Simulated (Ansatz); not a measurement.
Two structures of Si2H5ClF2, singlet, reached by relaxing down either side of one saddle point (PBE0-D4/def2-TZVP). Energies are electronic, without zero-point energy. Computed with Ansatz 0.2.0 (basis: def2-TZVPP and def2-QZVPP); correlated methods freeze the cores. Extrapolation: Hartree–Fock as exp(−7.88 √X), correlation as X^−2.97. First:

| atom | x (Å) | y (Å) | z (Å) |
| --- | --- | --- | --- |
| Si1 | -1.0465 | 0.6484 | -0.5299 |
| Si2 | 0.2926 | -1.2740 | -0.5177 |
| F3 | -2.5197 | 0.2844 | -0.0486 |
| F4 | -0.4900 | 1.7272 | 0.5221 |
| H5 | -1.1633 | 1.3574 | -1.8252 |
| H6 | 1.1219 | 1.4705 | 1.7912 |
| Cl7 | 2.1332 | 0.8053 | 2.2188 |
| H8 | 1.6741 | -0.9089 | -0.9190 |
| H9 | 0.2807 | -1.8989 | 0.8272 |
| H10 | -0.2829 | -2.2112 | -1.5189 |

Second:

```csv
atom,x (Å),y (Å),z (Å)
Si1,-0.9503,1.8970,0.0222
Si2,0.8510,-1.9012,-0.0331
F3,-0.9461,0.7793,-1.0926
F4,-1.2367,1.1927,1.4033
H5,-2.0040,2.8731,-0.2650
H6,1.3187,-0.6236,0.5622
Cl7,0.8685,2.7667,0.0865
H8,1.6433,-3.0212,0.5367
H9,-0.5847,-2.1012,0.2842
H10,1.0402,-1.8613,-1.5044
```

(1) Which bonds change from the first to the second?

(2) Give the saddle point's structure and its height above each. (Judge from chemistry; the value comes from the calculation.)

The T1 diagnostic stays at or below 0.014.

Answers

(1) Si₂H₄F₂ ([F][SiH]([F])[SiH3]) + HCl → SiHClF₂ ([F][SiH]([F])[Cl]) + SiH₄; bonds formed: Si1–Cl7, Si2–H6; bonds broken: Si1–Si2, H6–Cl7.

(2) By the calculation: 37.97 kcal/mol above the first and 64.33 kcal/mol above the second (CCSD(T) at an estimated basis limit (MP2 extrapolated from triple and quadruple zeta, plus CCSD(T) − MP2 in triple zeta)).
```xyz
10
angstrom
Si -0.7323 0.9517 -0.0160
Si 0.4979 -1.3071 -0.1845
F -1.8527 0.0130 -0.6974
F -1.3923 1.2441 1.3870
H -0.5805 2.0259 -0.9935
H 0.8354 0.3749 0.3575
Cl 1.4356 1.8194 0.9074
H 1.8830 -1.5362 0.2913
H -0.4845 -2.0897 0.5949
H 0.3903 -1.4959 -1.6468
```

Labels in which every atom is bracketed show which atoms are joined, not bond orders.

For scale, one of the runs: CCSD(T)/def2-TZVPP, 258 basis functions, launched by `ansatz run in.yaml --threads 8 --pin off --events-out ev --progress --plain --max-ram 19148MiB`. Time: 59 s of wall clock on 8 CPU threads of a Oxide Virtual Turin-like; the host was shared. Peak host memory: 5.7 GiB.
